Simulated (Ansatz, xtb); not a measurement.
Two isomers of C7H5N

Structure I: `N#CC=C1C=CC=C1`, a singlet. Structure II: `N#Cc1ccccc1`, a singlet. Both are isolated molecules in the gas phase, relaxed with PBE0-D3(BJ)/def2-SVP.

Which of the two would you expect CCSD(T)/def2-SVP + ΔMP2/def2-TZVPP electronic energies to favour?

Structure II; the calculation gives E(II) − E(I) = −33.0 kcal/mol.

The same difference at several levels:

```json
{"level": "GFN2-xTB", "geometry": "GFN2-xTB", "E(II) − E(I) (kcal/mol)": "−31.6", "departure from the last row (kcal/mol)": "+1.4", "job, with rough time for the two": "optimisation, 0.17 s"}
{"level": "HF/STO-3G", "geometry": "GFN2-xTB", "E(II) − E(I) (kcal/mol)": "−44.5", "departure from the last row (kcal/mol)": "−11.5", "job, with rough time for the two": "single point, 0.54 s"}
{"level": "r2SCAN-D4/def2-SVP", "geometry": "GFN2-xTB", "E(II) − E(I) (kcal/mol)": "−36.8", "departure from the last row (kcal/mol)": "−3.7", "job, with rough time for the two": "single point, 6 s"}
{"level": "PBE0-D3(BJ)/def2-SVP", "geometry": "PBE0-D3(BJ)/def2-SVP", "E(II) − E(I) (kcal/mol)": "−36.8", "departure from the last row (kcal/mol)": "−3.8", "job, with rough time for the two": "optimisation, 38 s"}
{"level": "HF/def2-SVP", "geometry": "PBE0-D3(BJ)/def2-SVP", "E(II) − E(I) (kcal/mol)": "−38.0", "departure from the last row (kcal/mol)": "−4.9", "job, with rough time for the two": "part of the CCSD(T) run"}
{"level": "MP2/def2-SVP", "geometry": "PBE0-D3(BJ)/def2-SVP", "E(II) − E(I) (kcal/mol)": "−38.4", "departure from the last row (kcal/mol)": "−5.3", "job, with rough time for the two": "part of the CCSD(T) run"}
{"level": "CCSD(T)/def2-SVP", "geometry": "PBE0-D3(BJ)/def2-SVP", "E(II) − E(I) (kcal/mol)": "−34.2", "departure from the last row (kcal/mol)": "−1.1", "job, with rough time for the two": "single point"}
{"level": "CCSD(T)/def2-SVP + ΔMP2/def2-TZVPP", "geometry": "PBE0-D3(BJ)/def2-SVP", "E(II) − E(I) (kcal/mol)": "−33.0", "departure from the last row (kcal/mol)": "", "job, with rough time for the two": "single point, 1.7 min"}
```

As drawn, II has 6 C∷C in place of 3 C–C, 3 C=C (∷ is an aromatic bond). Structure I has a 5-membered ring, II a 6-membered ring (with an aromatic ring).

The levels shown agree on the order. The largest departure from CCSD(T)/def2-SVP + ΔMP2/def2-TZVPP is that of HF/STO-3G, 11.5 kcal/mol. The last row adds to CCSD(T) the change of the MP2 difference between the two basis sets, here +1.1 kcal/mol.

With thermal terms from frequencies at re-optimised GFN2-xTB minima (ideal gas, soft modes damped towards free rotors, one conformer each, 298.15 K, 1 atm): the zero-point term adds +1.2 kcal/mol; ΔH is −32.1 and ΔG −30.9 kcal/mol.

The correlated steps freeze 8 core orbitals. Programs: Ansatz 0.2.0, xtb 6.7.1; the last row on 4 threads of Arm Neoverse N1 on a shared host.
